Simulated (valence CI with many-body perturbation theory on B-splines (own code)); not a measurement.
# Which ion has this spectrum?

A relativistic CI+MBPT calculation for an atom or ion with 22 electrons gives these levels (cm⁻¹):

```
J  Parity       E     g
0    even       0      
1    even  278043  1.49
4    even  363373  1.08
2    even  373119  1.24
3    even  399893  1.15
0    even  617946      
2    even  631140  1.20
4    even  637938  1.15
3    even  652297  1.15
5    even  681310  1.08
6    even  702009  1.07
1    even  709036  1.12
4    even  738151  1.03
3    even  739487  1.09
```

The energies are calculated, and their last digits are not significant.

(1) Which is it?
A. Dy44+
B. Gd42+
C. Ho45+
D. Er46+

Results:

(1) A. Dy44+, ground level (3d3/2^4) J=0.
